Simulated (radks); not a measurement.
Question: The beryllium ion Be+, [He] 2s1. Calculated with a radial shooting solver on a logarithmic mesh with Libxc functionals: non-relativistic Kohn-Sham, LDA (Slater exchange, Perdew-Wang correlation), spin-polarised, spherical densities, point nucleus. Every spin shell is full or empty, so the densities are truly spherical. Functionals are evaluated on that one density, not self-consistently. Rank these orbital-free kinetic functionals by their error against the exact value of the orbitals, and give that value: Thomas-Fermi, von Weizsacker, TF + vW, TF + vW/9, LC94, APBEK, Perdew 92, Thakkar, Pearson, LKT, PG1, DePristo-Kress, Ernzerhof.

Answer: Exact: 14.0028 hartree. From best to worst, with 100 (|E| - |E exact|)/|E exact| (equal figures are ties): DePristo-Kress -0.17, APBEK +0.33, LC94 +0.37, TF + vW/9 +0.57, Perdew 92 +0.59, Thakkar +0.61, Ernzerhof +3.35, Pearson -3.98, von Weizsacker -4.24, Thomas-Fermi -10.07, PG1 +49.21, LKT +56.64, TF + vW +85.69.
